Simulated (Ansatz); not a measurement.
hydrogen telluride (SMILES [TeH2]) moved off its minimum; all values from Ansatz (an electronic-structure program), cores frozen in correlated methods. Elements past Kr take the def2 small-core potentials, without spin–orbit coupling.
(charge 0, multiplicity 1)
```xyz
3

Te     0.03003    -0.05317     0.00600
H     -1.17139    -1.16492    -0.09124
H      1.27630    -1.14528     0.03800
```

Forces at PBE/def2-TZVPP (eV/Å):

```
atom      Fx      Fy      Fz
----  ------  ------  ------
Te1    0.217   0.847   0.037
H2    -0.212  -0.530  -0.027
H3    -0.005  -0.317  -0.010
```

### Question
Give the forces (eV/Å), the total energy and the dipole at CCSD(T)/def2-TZVPPD.

### Answer

```tsv
atom	Fx	Fy	Fz
Te1	0.225	0.584	0.030
H2	-0.091	-0.399	-0.017
H3	-0.134	-0.185	-0.013
```
Energy -268.3313 hartree, dipole 0.22 D.
